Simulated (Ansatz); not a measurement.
Reaction (formal exchange of groups at the Al–C bond): `N[SiH2][CH2][AlH2]` + disilane → `[AlH2][SiH2][SiH3]` + `C[SiH2]N`

Calculated with Ansatz (gas phase, PBE0-D4/def2-TZVP geometries, no zero-point term in ΔE). CCSD(T)/CBS adds triple-zeta CCSD(T) − MP2 to the extrapolated MP2 energy (def2 sets, frozen cores). DFT in def2-TZVPP. HSE06 is defined as in plane-wave codes. Each species was taken in one conformer, which may not be the lowest.

`N[SiH2][CH2][AlH2]`:

Z-matrix (Å, degrees):
```
Si
C 1 1.858
N 1 1.722 2 111.0
H 1 1.491 2 111.6 3 -117.7
H 1 1.498 2 107.3 3 126.1
Al 2 1.947 1 114.6 3 169.0
H 2 1.096 1 107.6 3 47.5
H 2 1.097 1 107.9 3 -69.6
H 3 1.008 1 119.6 2 55.0
H 3 1.008 1 119.2 2 -163.7
H 6 1.588 2 119.7 1 -89.6
H 6 1.588 2 120.5 1 90.7
```

`[SiH3][SiH3]`:

```xyz
8

Si    0.795   -0.028   -0.857
Si   -0.795    0.028    0.857
H     1.141   -1.435   -1.194
H     0.260    0.635   -2.077
H     2.033    0.680   -0.435
H    -0.261   -0.638    2.076
H    -2.035   -0.677    0.434
H    -1.138    1.435    1.196
```

`[AlH2][SiH2][SiH3]`:

```xyz
10

Al   -1.659    1.367    0.555
Si   -0.600   -0.789    0.093
Si    1.649   -0.456   -0.476
H    -1.622    1.981    2.020
H    -2.335    2.195   -0.620
H    -1.249   -1.504   -1.044
H    -0.631   -1.697    1.277
H     2.344   -1.737   -0.776
H     1.743    0.424   -1.674
H     2.360    0.217    0.645
```

`C[SiH2]N`:

Cartesian coordinates in Å:
```
C -0.525 -0.997 -0.830
Si 0.240 0.605 -0.236
N 0.485 0.752 1.461
H -0.637 -0.988 -1.918
H -1.514 -1.148 -0.391
H 0.098 -1.854 -0.563
H -0.648 1.728 -0.645
H 1.573 0.756 -0.880
H -0.293 0.903 2.082
H 1.222 0.243 1.920
```

Is it downhill or uphill in electronic energy at CCSD(T)/CBS, and by how much? (Best estimate.)

Computed: Nearly level: ΔE = +1.4 kJ/mol.

What do these levels give: BLYP-D4, r2SCAN0-D4, revPBE, BLYP, r2SCAN, PBE0, r2SCANh, HSE06, CAM-B3LYP, LC-ωPBE, CCSD/def2-SVP, MP2/def2-TZVPP? (Estimate.)

The calculation gave: BLYP-D4 -1.0, r2SCAN0-D4 -1.2, revPBE -12.8, BLYP -3.4, r2SCAN -2.0, PBE0 -8.6, r2SCANh -1.8, HSE06 -8.6, CAM-B3LYP 3.4, LC-ωPBE -1.2, CCSD/def2-SVP 0.5, MP2/def2-TZVPP 8.3 kJ/mol.

Largest T1 diagnostic among the species: 0.013.

Leaving LDA and LC-ωPBE aside and taking each functional with its dispersion term where it has one, the values, not all of them listed here, spread over 17.4 kJ/mol, from PBE-D4 to ωB97M-V. LDA lies +4.6 kJ/mol from PBE without D4. From BLYP to BHLYP (50 % exact exchange), in def2-TZVPP and without D4, ΔE moves by +5.3 kJ/mol.
